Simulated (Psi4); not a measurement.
H₂S₂, charge -1, doublet, at the geometry of the source list (a state made from the parent by changing its charge; the spin is typed, not shown lowest) (a gas-phase anion, which may not be bound at this level); MP2/cc-pVDZ (Psi4).

Here is a job for Psi4.
```
memory 2 GB

molecule mol {
-1 2
  S    -0.901900    0.443900    0.487000
  S     0.900200    0.457200   -0.477800
  H    -1.530600   -0.450500   -0.292300
  H     1.532400   -0.450600    0.283100
}

set basis cc-pvdz
set reference uhf

energy('mp2')
print_variables()
```

**Question.** Predict the main parts of the log of this Psi4 run.

**Answer.** 
```
    SCF Algorithm Type (re)set to DF.

   => Loading Basis Set <=

    Name: CC-PVDZ
    Role: ORBITAL
    Keyword: BASIS

         ---------------------------------------------------------
                                   SCF
               by Justin Turney, Rob Parrish, Andy Simmonett
                          and Daniel G. A. Smith
                              UHF Reference
         ---------------------------------------------------------

  ==> Geometry <==

    Molecular point group: c1
    Full point group: C1

    Geometry (in Angstrom), charge = -1, multiplicity = 2:

       Center              X                  Y                   Z               Mass
    ------------   -----------------  -----------------  -----------------  -----------------
         S           -0.901103477846     0.020886506812     0.482681140675    31.972071174400
         S            0.900996522154     0.034186506812    -0.482118859325    31.972071174400
         H           -1.529803477846    -0.873513493188    -0.296618859325     1.007825032230
         H            1.533196522154    -0.873613493188     0.278781140675     1.007825032230

  Running in c1 symmetry.

  Rotational constants: A =      4.92217  B =      0.23596  C =      0.23513 [cm^-1]
  Rotational constants: A = 147562.93551  B =   7073.94850  C =   7049.16436 [MHz]
  Nuclear repulsion =   85.563093628952686

  Charge       = -1
  Multiplicity = 2
  Electrons    = 35
  Nalpha       = 18
  Nbeta        = 17

  ==> Algorithm <==

  SCF Algorithm Type is DF.
  DIIS enabled.
  MOM disabled.
  Fractional occupation disabled.
  Guess Type is SAD.
  Energy threshold   = 1.00e-08
  Density threshold  = 1.00e-08
  Integral threshold = 1.00e-12

  ==> Primary Basis <==

  Basis Set: CC-PVDZ
    Blend: CC-PVDZ
    Number of shells: 22
    Number of basis functions: 46
    Number of Cartesian functions: 48
    Spherical Harmonics?: true
    Max angular momentum: 2

   => Loading Basis Set <=

    Name: (CC-PVDZ AUX)
    Role: JKFIT
    Keyword: DF_BASIS_SCF

  ==> Integral Setup <==

  SCF_SUBTYPE=INCORE selected. In-core MEM_DF algorithm will be used.
  Using in-core AOs.

  ==> MemDFJK: Density-Fitted J/K Matrices <==

    J tasked:                   Yes
    K tasked:                   Yes
    wK tasked:                   No
    Algorithm:                 Core
    Schwarz Cutoff:           1E-12
    Mask sparsity (%):       0.0000
    Fitting Condition:        1E-10

   => Auxiliary Basis Set <=

  Basis Set: (CC-PVDZ AUX)
    Blend: CC-PVDZ-JKFIT
    Number of shells: 90
    Number of basis functions: 270
    Number of Cartesian functions: 310
    Spherical Harmonics?: true
    Max angular momentum: 3

  Minimum eigenvalue in the overlap matrix is 1.9260785295E-02.
  Reciprocal condition number of the overlap matrix is 5.5691451328E-03.
    Using symmetric orthogonalization.

  ==> Pre-Iterations <==

  SCF Guess: Superposition of Atomic Densities via on-the-fly atomic UHF (no occupation information).

   -------------------------
    Irrep   Nso     Nmo
   -------------------------
     A         46      46
   -------------------------
    Total      46      46
   -------------------------

  ==> Iterations <==

                           Total Energy        Delta E     RMS |[F,P]|

   @DF-UHF iter SAD:  -795.99178448193140   -7.95992e+02   0.00000e+00
   @DF-UHF iter   1:  -796.05649234483883   -6.47079e-02   6.62633e-03 ADIIS/DIIS
   @DF-UHF iter   2:  -796.12085469021997   -6.43623e-02   2.58191e-03 ADIIS/DIIS
   @DF-UHF iter   3:  -796.12929720679563   -8.44252e-03   5.53479e-04 ADIIS/DIIS
   @DF-UHF iter   4:  -796.13011487354561   -8.17667e-04   1.73880e-04 ADIIS/DIIS
   @DF-UHF iter   5:  -796.13021209420026   -9.72207e-05   4.80979e-05 DIIS
   @DF-UHF iter   6:  -796.13022133520212   -9.24100e-06   1.83708e-05 DIIS
   @DF-UHF iter   7:  -796.13022308541258   -1.75021e-06   7.46314e-06 DIIS
   @DF-UHF iter   8:  -796.13022342429838   -3.38886e-07   3.73271e-06 DIIS
   @DF-UHF iter   9:  -796.13022355554040   -1.31242e-07   1.76522e-06 DIIS
   @DF-UHF iter  10:  -796.13022359745651   -4.19161e-08   8.80090e-07 DIIS
   @DF-UHF iter  11:  -796.13022361143646   -1.39800e-08   3.94371e-07 DIIS
   @DF-UHF iter  12:  -796.13022361426044   -2.82398e-09   1.99471e-07 DIIS
   @DF-UHF iter  13:  -796.13022361484332   -5.82872e-10   8.78185e-08 DIIS
   @DF-UHF iter  14:  -796.13022361493290   -8.95852e-11   3.31336e-08 DIIS
   @DF-UHF iter  15:  -796.13022361494313   -1.02318e-11   1.13608e-08 DIIS
   @DF-UHF iter  16:  -796.13022361494404   -9.09495e-13   5.21060e-09 DIIS
  Energy and wave function converged.

  ==> Post-Iterations <==

   @Spin Contamination Metric:   1.315171561E-02
   @S^2 Expected:                7.500000000E-01
   @S^2 Observed:                7.631517156E-01
   @S   Expected:                5.000000000E-01
   @S   Observed:                5.000000000E-01

    Orbital Energies [Eh]
    ---------------------

    Alpha Occupied:

[...]
    Alpha Virtual:

[...]
      46A      2.594641

    Beta Occupied:

[...]
    Beta Virtual:

[...]
    Final Occupation by Irrep:
              A
    DOCC [    17 ]
    SOCC [     1 ]
    NA   [    18 ]
    NB   [    17 ]

  @DF-UHF Final Energy:  -796.13022361494404

   => Energetics <=

    Nuclear Repulsion Energy =             85.5630936289526858
    One-Electron Energy =               -1280.4067104271707649
    Two-Electron Energy =                 398.7133931832740359
    Total Energy =                       -796.1302236149440432

  UHF NO Occupations:
  HONO-2 :   16  A 1.9991230
  HONO-1 :   17  A 1.9956209
  HONO-0 :   18  A 1.0000000
  LUNO+0 :   19  A 0.0043791
  LUNO+1 :   20  A 0.0008770
  LUNO+2 :   21  A 0.0003509
  LUNO+3 :   22  A 0.0003318

Computation Completed

Properties will be evaluated at   0.000000,   0.000000,   0.000000 [a0]

Properties computed using the SCF density matrix

 Multipole Moments:

 ------------------------------------------------------------------------------------
     Multipole            Electronic (a.u.)      Nuclear  (a.u.)        Total (a.u.)
 ------------------------------------------------------------------------------------

 L = 1.  Multiply by 2.5417464519 to convert [e a0] to [Debye]
 Dipole X            :         -0.0025504            0.0031781            0.0006276
 Dipole Y            :          1.2883142           -1.6364249           -0.3481107
 Dipole Z            :          0.0131170           -0.0167075           -0.0035905
 Magnitude           :                                                    0.3481298

 ------------------------------------------------------------------------------------

  //>>>>>>>>>>>>>>>>>>>>>>>>>>>>>>>>>>>//
  //               DFMP2               //
  //<<<<<<<<<<<<<<<<<<<<<<<<<<<<<<<<<<<//

   => Loading Basis Set <=

    Name: (CC-PVDZ AUX)
    Role: RIFIT
    Keyword: DF_BASIS_MP2

	 --------------------------------------------------------
	                          DF-MP2
	      2nd-Order Density-Fitted Moller-Plesset Theory

	        Rob Parrish, Justin Turney, Andy Simmonett,
	           Ed Hohenstein, and C. David Sherrill
	 --------------------------------------------------------

	 --------------------------------------------------------
	                 NBF =    46, NAUX =   180
	 --------------------------------------------------------
	   CLASS    FOCC     OCC    AOCC    AVIR     VIR    FVIR
	   ALPHA       0      18      18      28      28       0
	    BETA       0      17      17      29      29       0
	 --------------------------------------------------------

	-----------------------------------------------------------
	 ==================> DF-MP2 Energies <====================
	-----------------------------------------------------------
	 Reference Energy          =    -796.1302236149440432 [Eh]
	 Singles Energy            =      -0.0000000000000000 [Eh]
	 Same-Spin Energy          =      -0.0759505601294717 [Eh]
	 Opposite-Spin Energy      =      -0.2179013449409690 [Eh]
	 Correlation Energy        =      -0.2938519050704407 [Eh]
	 Total Energy              =    -796.4240755200145259 [Eh]
	-----------------------------------------------------------
	 ================> DF-SCS-MP2 Energies <==================
	-----------------------------------------------------------
	 SCS Same-Spin Scale       =       0.3333333333333333 [-]
	 SCS Opposite-Spin Scale   =       1.2000000000000000 [-]
	 SCS Same-Spin Energy      =      -0.0253168533764906 [Eh]
	 SCS Opposite-Spin Energy  =      -0.2614816139291627 [Eh]
	 SCS Correlation Energy    =      -0.2867984673056533 [Eh]
	 SCS Total Energy          =    -796.4170220822496731 [Eh]
	-----------------------------------------------------------

  Variable Map:
  ----------------------------------------------------------------------------
[...]
  Array Variable Map:
  ----------------------------------------------------------------------------
[...]
[...]
```
